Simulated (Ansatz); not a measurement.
```yaml
crystal:
  periodic: [false, false, false]
  atoms:
    - {symbol: C, position_ang: [0.201810, -0.980781, 1.688303]}
    - {symbol: S, position_ang: [1.368562, -0.458831, 0.630851]}
    - {symbol: S, position_ang: [0.606116, -0.876358, -1.045145]}
    - {symbol: B, position_ang: [-0.206069, 0.577368, -1.385283]}
    - {symbol: O, position_ang: [-0.149069, 1.566661, -0.632775]}
    - {symbol: O, position_ang: [-0.862391, 0.587482, -2.445889]}
    - {symbol: H, position_ang: [0.560896, -0.804066, 2.610228]}
    - {symbol: H, position_ang: [0.043880, -1.963892, 1.576589]}
    - {symbol: H, position_ang: [-0.653524, -0.474375, 1.559349]}
    - {symbol: H, position_ang: [0.395219, 1.403262, 0.056386]}
    - {symbol: H, position_ang: [-1.245262, 1.371182, -2.593754]}
basis:
  gaussian: {orbitals: x2c-TZVPPall}
hamiltonian: {xc: {name: HF}}
correlation: {method: mp2, frozen_orbitals: {C: 9}}
```

```sh
$ ansatz run in.yaml --threads 4 --pin off --events-out ev --progress --plain --max-ram 10444MiB
```

Output, abridged:

```
Functional definition: HF
Error: "frozen_orbitals" has no count for S
```

Q: What is wrong with this run?

A: Frozen orbitals are typed for one element alone, and the program wants a count for each. The input was rejected before any iteration.
